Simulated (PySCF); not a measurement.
# One molecule, several mistakes: AlH4N2Si

All numbers below are calculated, not measured. The program is PySCF 2.14.0, an open-source quantum chemistry code, run on an isolated molecule that a program drew, which may never have been made. The molecule is AlH4N2Si (charge 0, doublet), drawn as the SMILES string `[NH2][Al]=[N][SiH2]`.

Each row is a Hartree-Fock (HF) and frozen-core CCSD(T) single point in the cc-pV(D+d)Z basis, meant for a local HF minimum. Run 1 is clean. Each other run has one planted mistake out of seven kinds, and not every kind appears here: one electron removed, one electron added, multiplicity raised by two, geometry at a saddle point, minimal basis STO-3G, one bond length entered in bohr, all coordinates scaled. The reference is restricted for singlets and unrestricted otherwise, and also for a bond in bohr. Adding or removing an electron swaps singlet and doublet. Electrons count all cores. HOMO and LUMO are orbital energies over both spins, the gradient is its largest component, and the lowest frequency (negative if imaginary) is given only where the gradient is small. Bond lengths are over the 7 bonds as drawn. T1 is the CCSD diagnostic: over 0.02 (restricted) or 0.045 (unrestricted) a single reference is doubtful.

Geometry of the clean run:
```xyz
8
AlH4N2Si, angstrom
N    -0.1317    1.8233    1.2377
Al    1.1670    0.6168    1.1717
N     0.8570   -0.9776    0.4920
Si    0.7111   -2.4190   -0.0823
H    -0.0367    2.7499    1.6078
H    -1.0702    1.6818    0.9107
H     0.3105   -3.6046    0.7002
H     0.9501   -2.7971   -1.4888
```

| run | electrons | basis functions | <S^2> | HOMO (eV) | LUMO (eV) | gradient (hartree/bohr) | lowest frequency (cm^-1) | mean bond (Å) | longest bond (Å) | T1 | HF (hartree) | CCSD(T) (hartree) | mistake |
|---|---|---|---|---|---|---|---|---|---|---|---|---|---|
| 1 | 45 | 94 | 0.757 | -7.52 | 1.57 | 2.5e-05 | 72 | 1.4359 | 1.774 | 0.0196 | -642.10101 | -642.62620 | no fault |
| 2 | 45 | 94 | 1.022 | -7.11 | 1.56 | 8.7e-02 | - | 1.6597 | 3.327 | 0.0394 | -641.99817 | -642.51515 | one bond length entered in bohr |
| 3 | 45 | 94 | 3.773 | -5.74 | 0.16 | 1.5e-01 | - | 1.4359 | 1.774 | 0.0251 | -642.00802 | -642.49594 | multiplicity raised by two |
| 4 | 44 | 94 | 0.000 | -14.91 | -5.96 | 7.2e-02 | - | 1.4359 | 1.774 | 0.0186 | -641.85256 | -642.37026 | one electron removed |
| 5 | 45 | 32 | 1.189 | -4.51 | 7.41 | 5.9e-02 | - | 1.4359 | 1.774 | 0.0668 | -634.34701 | -634.56280 | ? |
| 6 | 45 | 94 | 0.754 | -7.45 | 1.55 | 1.8e-05 | -91 | 1.4376 | 1.772 | 0.0199 | -642.09866 | -642.62397 | ? |

**Which mistake was planted in run 5, and what did it cost?**

It has 32 basis functions where the clean run has 94, with the same electrons and geometry. So the mistake is: minimal basis STO-3G. Subtracting run 1 and multiplying by 627.51 kcal/mol a hartree, the energy moved by 4865.7 kcal/mol in HF and 5059.9 kcal/mol in CCSD(T).

**Which mistake was planted in run 6, and what did it cost?**

The gradient is small, so the point is stationary, but the lowest frequency is imaginary (-91 cm^-1). So the mistake is: geometry at a saddle point. Subtracting run 1 and multiplying by 627.51 kcal/mol a hartree, the energy moved by 1.5 kcal/mol in HF and 1.4 kcal/mol in CCSD(T).

Cautions from the logs. Run 5: T1 is over the limit, so its CCSD(T) energy is less reliable.
